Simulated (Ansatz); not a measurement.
PBE exchange is replaced step by step with exact exchange (0 % is PBE, 25 % PBE0; no dispersion term), basis def2-TZVP, Ansatz. System: the cluster B3F2. Charge 0, multiplicity 2. Geometry: PBE-D4/def2-SVP, each spin state at its own.

Geometry of the doublet:

```xyz
5

B     0.0006    0.0013   -0.0009
B    -1.3770    0.6514    0.0037
B     1.3773   -0.6508   -0.0037
F    -2.5470    1.2030    0.0074
F     2.5461   -1.2050   -0.0065
```

The structure comes from a short search, and lower isomers may exist.

HOMO and LUMO are taken over both spins.

```
exact exchange (%)  HOMO (eV)  LUMO (eV)  gap (eV)   ⟨S²⟩  quartet − doublet (kJ/mol)
                 0      -4.91      -4.52      0.40  0.752                       148.1
                 5      -5.10      -4.31      0.78  0.752                       145.5
                10      -5.28      -4.11      1.17  0.752                       142.9
                15      -5.46      -3.90      1.55  0.752                       140.3
                25      -5.82      -3.49      2.33  0.753                       134.9
                35      -6.18      -3.09      3.09  0.753                       129.4
```

Question: Fit a straight line to the column «quartet − doublet (kJ/mol)» against the share of exact exchange and predict its value at 50 %.

Answer: With x = exact exchange (%) and y = quartet − doublet (kJ/mol): mean x = 15, mean y = 140.2; Σ(x − x̄)(y − ȳ) = -454, Σ(x − x̄)² = 850; slope b = -0.5341, intercept a = ȳ − b·x̄ = 148.2. The residuals of the fitted rows reach 0.1. At x = 50 the line gives 148.2 + (-0.5341 × 50) = 121.5; the run gave 120.9, 0.6 less than the line.
